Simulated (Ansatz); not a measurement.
```yaml
crystal:
  periodic: [false, false, false]
  atoms:
    - {symbol: Bi, position_ang: [1.390347, -1.178615, 0.419128]}
    - {symbol: Bi, position_ang: [-1.367124, -0.141542, -2.301288]}
    - {symbol: Bi, position_ang: [-0.671306, 2.505488, 0.540111]}
    - {symbol: Bi, position_ang: [0.001179, -0.028445, 3.771679]}
    - {symbol: Bi, position_ang: [-1.718389, -2.654625, -0.165979]}
    - {symbol: Bi, position_ang: [2.109317, 1.135471, -1.762178]}
    - {symbol: Bi, position_ang: [2.370678, 1.959373, 2.731055]}
    - {symbol: Bi, position_ang: [1.526615, -2.007352, -3.131347]}
    - {symbol: O, position_ang: [-0.818409, -1.468203, 1.320147]}
    - {symbol: O, position_ang: [-2.543175, -0.849070, -0.883660]}
    - {symbol: O, position_ang: [0.541701, -3.138436, 0.381728]}
    - {symbol: O, position_ang: [-2.766804, -3.722997, 1.489636]}
    - {symbol: O, position_ang: [1.646950, -3.944029, -2.047715]}
    - {symbol: O, position_ang: [-0.606801, -2.221853, -2.290590]}
    - {symbol: O, position_ang: [1.296109, -1.906718, 2.925595]}
    - {symbol: O, position_ang: [0.951281, 0.203891, -3.648454]}
    - {symbol: O, position_ang: [-2.297628, 3.878723, 0.795994]}
    - {symbol: O, position_ang: [-1.523271, 2.155279, -1.850373]}
    - {symbol: O, position_ang: [0.532777, 0.563038, 2.160025]}
    - {symbol: O, position_ang: [-2.381178, 0.661192, 0.640601]}
    - {symbol: O, position_ang: [0.341602, 0.381219, -0.859497]}
    - {symbol: O, position_ang: [0.754864, 2.907953, -1.829300]}
    - {symbol: O, position_ang: [1.634932, 1.102745, 4.389592]}
    - {symbol: O, position_ang: [2.689783, -1.239508, -1.392268]}
    - {symbol: O, position_ang: [1.140776, 3.459294, 2.132548]}
    - {symbol: O, position_ang: [2.346884, 1.104967, 0.317298]}
    - {symbol: H, position_ang: [-1.409271, -0.279036, 0.912315]}
    - {symbol: H, position_ang: [-2.623855, -0.054230, -0.399416]}
    - {symbol: H, position_ang: [0.891505, -3.600316, -0.397888]}
    - {symbol: H, position_ang: [-2.341443, -3.116465, 2.178375]}
    - {symbol: H, position_ang: [2.883458, -4.014001, -1.602802]}
    - {symbol: H, position_ang: [0.811201, -2.338325, 2.762343]}
    - {symbol: H, position_ang: [1.080276, 0.532240, -4.560506]}
    - {symbol: H, position_ang: [-3.012047, 3.838144, -0.232681]}
    - {symbol: H, position_ang: [-1.165730, 3.061748, -2.185819]}
    - {symbol: H, position_ang: [-2.844628, 1.395876, 1.034181]}
    - {symbol: H, position_ang: [1.081762, 3.849373, -1.861784]}
    - {symbol: H, position_ang: [0.959792, 4.087739, 2.672500]}
basis:
  gaussian: {orbitals: def2-SVP, fitting: {mean_field: def2-universal-jkfit}}
hamiltonian: {xc: {name: PBE0}, dispersion: d3bjatm}
output: {forces: true}
```

```sh
$ ansatz run in.yaml --threads 2 --pin off --events-out ev --progress --plain --max-ram 22528MiB --backend cuda --devices 0, --max-vram 18GiB
```

Output, abridged:

```
Functional definition: PBE0
3610 factors; integrals over basis functions are off by at most 3.8e-1 eV
mean field evaluation 1: about -83604.8316 eV, gradient 2.1e2 eV
mean field evaluation 2: about -82918.0938 eV, gradient 5.2e2 eV
mean field evaluation 4: about -83674.7897 eV, gradient 8.3e1 eV
mean field evaluation 8: about -83690.4687 eV, gradient 4.4e0 eV
mean field evaluation 16: about -83690.5029 eV, gradient 2.2e-2 eV
mean field -83690.50287115 eV, -3075.5692530544 hartree, gradient 4.3e-5 eV, S^2 0.000000; 0 other end points of the search recorded, 0 dependent functions left out
reference -83690.50292479 eV, -3075.5692550258 hartree; 170, 170 occupied and 350, 350 virtual orbitals, 3610 factors
Total energy: -83693.19712614 eV, -3075.6682650992 hartree
Atom 0 at     1.390347    -1.178615     0.419128 Å, force     1.022379     0.949337     3.076129 eV/Å
Atom 1 at    -1.367124    -0.141542    -2.301288 Å, force     3.285469     2.170536    -4.783362 eV/Å
Atom 2 at    -0.671306     2.505488     0.540111 Å, force     0.445178    -1.364427    -3.410493 eV/Å
Atom 3 at     0.001179    -0.028445     3.771679 Å, force    -1.867078    -5.972435     6.810870 eV/Å
Atom 4 at    -1.718389    -2.654625    -0.165979 Å, force     0.404119    -5.953891     1.909131 eV/Å
Atom 5 at     2.109317     1.135471    -1.762178 Å, force     1.827651     1.184338     0.288175 eV/Å
Atom 6 at     2.370678     1.959373     2.731055 Å, force     2.898098    -2.251556    -3.204887 eV/Å
Atom 7 at     1.526615    -2.007352    -3.131347 Å, force    -0.113160    -2.548253     1.551624 eV/Å
Atom 8 at    -0.818409    -1.468203     1.320147 Å, force    -2.345707     4.847947    -1.146741 eV/Å
Atom 9 at    -2.543175    -0.849070    -0.883660 Å, force    -2.936464    -3.122849    -2.035336 eV/Å
Atom 10 at     0.541701    -3.138436     0.381728 Å, force    -0.635842    -1.848670    -0.895633 eV/Å
Atom 11 at    -2.766804    -3.722997     1.489636 Å, force     1.175584     2.098914     0.721770 eV/Å
Atom 12 at     1.646950    -3.944029    -2.047715 Å, force     5.588893     0.023153     1.890331 eV/Å
Atom 13 at    -0.606801    -2.221853    -2.290590 Å, force     2.101973     1.579490    -0.864984 eV/Å
Atom 14 at     1.296109    -1.906718     2.925595 Å, force    34.827220    33.232934    13.430106 eV/Å
Atom 15 at     0.951281     0.203891    -3.648454 Å, force    -0.455593     0.377752    -0.404916 eV/Å
Atom 16 at    -2.297628     3.878723     0.795994 Å, force    -3.116523    -0.429961    -4.603725 eV/Å
Atom 17 at    -1.523271     2.155279    -1.850373 Å, force    -0.780826     2.646183     1.352933 eV/Å
Atom 18 at     0.532777     0.563038     2.160025 Å, force     2.318998     5.224822    -7.953899 eV/Å
Atom 19 at    -2.381178     0.661192     0.640601 Å, force     2.126833     2.147965     1.667300 eV/Å
Atom 20 at     0.341602     0.381219    -0.859497 Å, force    -2.678030    -1.129162    -1.176315 eV/Å
Atom 21 at     0.754864     2.907953    -1.829300 Å, force     0.565337     2.596461     0.933627 eV/Å
Atom 22 at     1.634932     1.102745     4.389592 Å, force    -0.635973    -0.214415     1.987136 eV/Å
Atom 23 at     2.689783    -1.239508    -1.392268 Å, force    -1.284475     0.198693    -2.666276 eV/Å
Atom 24 at     1.140776     3.459294     2.132548 Å, force     0.029787    -5.014398    -6.301667 eV/Å
Atom 25 at     2.346884     1.104967     0.317298 Å, force     0.911084     1.323086     2.032911 eV/Å
Atom 26 at    -1.409271    -0.279036     0.912315 Å, force     0.595290    -2.429113     2.255768 eV/Å
Atom 27 at    -2.623855    -0.054230    -0.399416 Å, force    -1.610136     2.690864     2.580763 eV/Å
Atom 28 at     0.891505    -3.600316    -0.397888 Å, force     0.426097    -0.687890    -0.634883 eV/Å
Atom 29 at    -2.341443    -3.116465     2.178375 Å, force    -0.954321    -1.381537    -0.891292 eV/Å
Atom 30 at     2.883458    -4.014001    -1.602802 Å, force    -5.627064     0.421990    -2.066096 eV/Å
Atom 31 at     0.811201    -2.338325     2.762343 Å, force   -35.633756   -32.075387   -12.038258 eV/Å
Atom 32 at     1.080276     0.532240    -4.560506 Å, force    -0.095719    -0.196184     0.609875 eV/Å
Atom 33 at    -3.012047     3.838144    -0.232681 Å, force     3.463852     0.036794     4.750032 eV/Å
Atom 34 at    -1.165730     3.061748    -2.185819 Å, force    -0.427757    -2.935655     0.538162 eV/Å
Atom 35 at    -2.844628     1.395876     1.034181 Å, force    -0.827005     0.172774     0.738362 eV/Å
Atom 36 at     1.081762     3.849373    -1.861784 Å, force     0.058182    -1.474797    -0.037511 eV/Å
Atom 37 at     0.959792     4.087739     2.672500 Å, force    -2.046596     7.106551     5.991269 eV/Å
Dipole moment:     0.651136     2.626003    -0.716356 e Å
```

Hardware: 2 threads of AMD EPYC 7R13 on a shared host and a share (18 GiB) of an NVIDIA H100 80GB HBM3. Wall time 9.5 s, peak host memory 2.2 GiB.

In the def2 sets Bi takes a core potential; there is no spin–orbit coupling.
